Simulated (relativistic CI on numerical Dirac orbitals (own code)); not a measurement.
# Radial parameters of C2+

Calculated at this level of theory: Dirac-Coulomb-Breit CI, KLI orbitals optimised for each configuration, QED by a radiative potential, valence Slater integrals scaled by 0.85, P86 correlation energy added to each configuration (own radial code, finite nucleus).

Slater integrals F^k, G^k are unscaled and averaged over j, outside the closed core 1s2; ζ comes from projecting the Hamiltonian with its Breit term on Σ l·s of the shell.

- 2s2p: G^1(2s,2p) = 91095, ζ(2p) = 53.72 cm⁻¹; <r>(2s) = 1.361, <r^2>(2s) = 2.179, <r>(2p) = 1.318, <r^2>(2p) = 2.127 (bohr units).
- 2p²: F^2(2p,2p) = 70422, ζ(2p) = 52.116 cm⁻¹; <r>(2p) = 1.332, <r^2>(2p) = 2.176 (bohr units).
- 2p3s: ζ(2p) = 67.285, G^1(2p,3s) = 6864.7 cm⁻¹; <r>(2p) = 1.246, <r^2>(2p) = 1.905, <r>(3s) = 3.56, <r^2>(3s) = 14.32 (bohr units).

In this model ζ of a weakly bound d, f or g electron outside closed shells comes out too small, for d by up to a factor of two or three and at times with the wrong sign; that of an outer p electron is too small as well.

Correlation outside the listed configurations is missing or only estimated: errors of thousands of cm⁻¹ between configurations and terms are usual at this charge. Rates and lifetimes follow the computed energies and can be off by large factors. The fine structure of a lone outer electron comes out too small, for d and f at times inverted, and misplaced configurations move strength between like terms. 43 of the 66 excited levels that our extract of the measured tables holds in this range could be paired (the sources list more); they are missed by 1135 cm⁻¹ on average and 4303 at most, and levels without a partner can miss by more.

Averages of the first 10 configurations, taken without configuration mixing, which lowers the lowest level and can move excited configurations by several eV; other configurations of the list can lie among them:

```csv
Configuration,Parity,States,Average energy above the lowest level (eV)
2s²,even,1,1.4
2s2p,odd,12,8.2
2p²,even,15,18.1
2p3s,odd,12,38.4
2s3s,even,4,29.9
2p3p,even,36,40.5
2s3p,odd,12,32.3
2s3d,even,20,33.6
2s4s,even,4,38.6
2s4p,odd,12,39.5
```
